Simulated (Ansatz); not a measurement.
Reaction (ligand exchange at a Zn–C bond): `O[C](F)(Cl)[ZnH]` + `C[SiH2]O` → `C[SiH2][O][ZnH]` + `OC(F)Cl`

Computed with Ansatz on PBE0-D4/def2-TZVP structures; ΔE is electronic, products minus reactants. CCSD(T)/CBS adds triple-zeta CCSD(T) − MP2 to the extrapolated MP2 energy (def2 sets, frozen cores). This one scheme is used for every species. Functionals use def2-TZVPP. B3LYP here is the variant with VWN-RPA as its local correlation; programs differ in this. HSE06 is defined as in plane-wave codes. For Zn outer-core shells are correlated without core-valence functions, which leaves a few kJ/mol of doubt a bond. Scalar relativity is left out up to krypton. One conformer a species, not always the lowest.

| level | ΔE (kJ/mol) | difference from CCSD(T)/CBS |
| --- | --- | --- |
| LDA (SPW92) | -86.3 | 15.9 |
| PBE-D4 | -84.7 | 17.5 |
| revPBE-D4 | -83.2 | 19.0 |
| BLYP-D4 | -88.9 | 13.3 |
| r2SCAN-D4 | -96.3 | 5.9 |
| B97M-V | -100.4 | 1.8 |
| PBE0-D4 | -93.5 | 8.7 |
| B3LYP-D4 | -96.1 | 6.1 |
| r2SCANh-D4 | -98.2 | 4.0 |
| r2SCAN0-D4 | -101.0 | 1.2 |
| HSE06-D4 | -93.2 | 9.0 |
| BHLYP-D4 | -106.5 | -4.3 |
| CAM-B3LYP-D4 | -102.6 | -0.4 |
| ωB97X-V | -100.2 | 2.0 |
| B2PLYP | -103.5 | -1.3 |
| PBE-QIDH | -104.5 | -2.3 |
| PBE | -85.5 | 16.7 |
| BLYP | -90.9 | 11.3 |
| r2SCAN | -96.3 | 5.9 |
| PBE0 | -94.0 | 8.2 |
| B3LYP | -97.6 | 4.6 |
| r2SCANh | -98.2 | 4.0 |
| HSE06 | -93.7 | 8.5 |
| BHLYP | -107.6 | -5.4 |
| CAM-B3LYP | -103.1 | -0.9 |
| LC-ωPBE | -101.7 | 0.5 |
| RPA@PBE/def2-TZVPP | -102.4 | -0.2 |
| HF/def2-SVP | -130.0 | -27.8 |
| MP2/def2-SVP | -120.6 | -18.4 |
| CCSD/def2-SVP | -119.9 | -17.7 |
| CCSD(T)/def2-SVP | -116.5 | -14.3 |
| HF/def2-TZVPP | -121.1 | -18.9 |
| SCS-MP2/def2-TZVPP | -111.5 | -9.3 |
| CCSD/def2-TZVPP | -108.5 | -6.3 |
| CCSD(T)/def2-TZVPP | -105.1 | -2.9 |
| HF/def2-QZVPP | -124.6 | -22.4 |
| SCS-MP2/def2-QZVPP | -111.1 | -8.9 |
| HF/CBS(def2) | -125.0 | -22.8 |
| MP2/CBS(def2) | -105.6 | -3.4 |
| CCSD/CBS(def2) | -105.6 | -3.4 |
| CCSD(T)/CBS | -102.2 | 0 |

Largest T1 diagnostic among the species: 0.015.

From BLYP to BHLYP (50 % exact exchange), in def2-TZVPP and without D4, ΔE moves by −16.7 kJ/mol. In def2-TZVPP, CCSD(T) changes the Hartree–Fock value by +16.0 kJ/mol (the triples alone add +3.4 kJ/mol) and MP2 by +12.6 kJ/mol.

CCSD(T)/CBS has its own doubt, a few kJ/mol and more with outer-core shells, so smaller differences from it don't rank the levels.
